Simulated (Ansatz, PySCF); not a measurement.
C2H3AlFNO2, SMILES C(=[N][Al]([F])[O]C)=O. Atoms are numbered in the order given.

```xyz
10

Al    -0.5420    -0.6635     0.3011
F     -1.1900    -1.3694     1.6496
N      0.5172     0.7333     0.4970
C      1.2299     1.6830     0.6838
O      1.9239     2.6070     0.8572
O     -0.9154    -1.2965    -1.2041
C     -0.6191    -1.0253    -2.5452
H     -0.1231    -1.8947    -3.0101
H     -1.5473    -0.8266    -3.1083
H      0.0460    -0.1494    -2.6624
```
Charge 0, spin multiplicity 1.

Coordinates come from a ωB97X-D3(BJ)/def2-SVP optimisation. The structure was generated by enumeration; whether it is a known compound was not checked. One conformer was computed; it need not be the lowest.

Two levels are set side by side: PBE-D3(BJ)/def2-SVP (Ansatz, an electronic-structure program) and ωB97X-D3(BJ)/def2-SVP (PySCF). Each level has its own optimised geometry; the coordinates shown are those of the second. Frequencies come from the Hessian of PySCF at each geometry. Differences are taken from unrounded values.

```
quantity                            ωB97X-D3(BJ)
----------------------------------  ------------
mean bond length (Å)                       1.353
bond Al1–F2 (Å)                            1.654
bond Al1–N3 (Å)                            1.764
bond Al1–O6 (Å)                            1.675
bond N3–C4 (Å)                             1.202
bond C4–O5 (Å)                             1.168
bond O6–C7 (Å)                             1.400
bond C7–H8 (Å)                             1.104
bond C7–H9 (Å)                             1.104
bond C7–H10 (Å)                            1.106
highest harmonic wavenumber (cm⁻¹)          3130
mean harmonic wavenumber (cm⁻¹)             1089
zero-point energy (kcal/mol)               37.37
```

Task: What does PBE-D3(BJ) give, and how far is it from ωB97X-D3(BJ)? (The exact figures need the calculation; the answer reports its results.)

Result: 
| quantity | PBE-D3(BJ) | PBE-D3(BJ) minus ωB97X-D3(BJ) |
|---|---|---|
| mean bond length (Å) | 1.363 | 0.010 |
| bond Al1–F2 (Å) | 1.664 | 0.010 |
| bond Al1–N3 (Å) | 1.771 | 0.007 |
| bond Al1–O6 (Å) | 1.691 | 0.016 |
| bond N3–C4 (Å) | 1.213 | 0.011 |
| bond C4–O5 (Å) | 1.181 | 0.013 |
| bond O6–C7 (Å) | 1.405 | 0.005 |
| bond C7–H8 (Å) | 1.113 | 0.009 |
| bond C7–H9 (Å) | 1.113 | 0.009 |
| bond C7–H10 (Å) | 1.115 | 0.009 |
| highest harmonic wavenumber (cm⁻¹) | 3010 | -120 |
| mean harmonic wavenumber (cm⁻¹) | 1045 | -44 |
| zero-point energy (kcal/mol) | 35.85 | -1.52 |

GGA bonds tend to be longer and softer than those of functionals with exact exchange. Differences between two approximate levels are no errors against the true value.
